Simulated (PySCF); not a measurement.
## Radial density of Tc³⁹⁺ (technetium, charge +39)

r2SCAN0, [He] 2s2, closed-shell 1S. Computed with PySCF 2.14 in an even-tempered Gaussian basis (17 s from 16 bohr⁻², ratio 2.2; 8 p from 25 bohr⁻², ratio 2.4; 5 d from 75 bohr⁻², ratio 2.4; 5 f from 110 bohr⁻², ratio 2.4; 4 g from 170 bohr⁻², ratio 2.4), with the non-relativistic Hamiltonian (point nucleus).

```tsv
r (bohr)	4πr²ρ (e/bohr)
0.000584	0.2263
0.000982	0.6187
0.00165	1.652
0.00278	4.243
0.00467	10.19
0.00786	21.89
0.0132	38.85
0.0222	49.80
0.0374	36.51
0.0629	13.68
0.106	15.11
0.178	10.09
0.299	0.7114
0.504	0.001927
```

A non-relativistic calculation at this Z misses sizeable relativistic shifts.
